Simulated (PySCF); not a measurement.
These compounds are isomers of formula C6H6N2O.

A. `Cc1cc(C=O)cnn1`
B. `CC(=O)c1ccnnc1`
C. SMILES CC(=O)c1cccnn1

Spectrum 1. 13C{1H} NMR (computed): δ 202.6 (C), 158.0 (CH), 151.4 (CH), 132.4 (C), 126.3 (CH), 29.1 (CH3).

Spectrum 2. 13C{1H} NMR (computed): δ 205.2 (C), 159.2 (C), 157.0 (CH), 130.6 (CH), 129.9 (CH), 30.2 (CH3).

Spectrum 3. 13C{1H} NMR (computed): δ 198.5 (CH), 165.8 (C), 152.8 (CH), 132.0 (C), 124.5 (CH), 25.3 (CH3).

Calculated, not measured (PySCF): σ from GIAO-PBE0/pcSseg-1, GFN2-xTB structure. One conformer, relativity neglected, rapidly exchanging positions averaged, isolated molecule.

Chemical shifts δ = σref − σ; 13C (σ = 186.93 ppm) against TMS, all at this level. Shifts are as computed. Against solution values, carbons near 30 ppm lie about +3 ppm off and those near 130 ppm about +5 ppm. Of 1211 compounds with measured shifts, 218 miss one by over three times the rms of a fit or turn the order of signals round; such compounds aren't used in these exercises.

Problem. Match each spectrum to its structure.

Solution. 1–B, 2–C, 3–A.

- Spectrum 1 (B): 6 13C signals; δC 202.6 is a ketone carbonyl carbon; δC 158.0 is an aromatic CH next to a ring nitrogen.
- Spectrum 2 (C): 6 13C signals; δC 205.2 is a ketone carbonyl carbon; δC 157.0 is an aromatic CH next to a ring nitrogen.
- Spectrum 3 (A): 6 13C signals; δC 198.5 is an aldehyde carbonyl carbon; δC 152.8 is an aromatic CH next to a ring nitrogen.
